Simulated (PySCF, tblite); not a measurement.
Isomers of C6H5OS2 (doublet state), one GFN2-xTB conformer each. Single-point energies are computed at B3LYP/pcH-1 (PySCF, gas phase, no added dispersion term), electronic only. GFN2-xTB treats the open shell by occupation alone, and not every SCF solution was tested for stability.

Problem. Rank them by B3LYP/pcH-1 energy, lowest first (kcal/mol).
A. `[CH3:1][C:2](=[S:3])[C:4]1=[C:5][C:6](=[O:7])[CH2:8][S:9]1` (doublet state) with C1–C2–C4–C5 180°
B. `[CH3:1][C:2](=[S:3])[C:4]1=[CH:5][C:6](=[O:7])[CH:8][S:9]1` (doublet state) with C1–C2–C4–C5 3°

Solution. B (0.0), A (38.4).

GFN2-xTB itself gives, in the same order: 0.0, 34.3. Both levels put the same isomer lowest.

Problem. What happens when harmonic zero-point energies from GFN2-xTB frequencies are added?

Solution. 
| SMILES | ZPE (kcal/mol) | electronic (kcal/mol) | with ZPE (kcal/mol) |
| --- | --- | --- | --- |
| CC(=S)C1=CC(=O)[CH]S1 | 56.8 | 0.0 | 0.0 |
| CC(=S)C1=[C]C(=O)CS1 | 56.3 | 38.4 | 37.9 |

The zero-point energies span 0.5 kcal/mol. The order is unchanged.
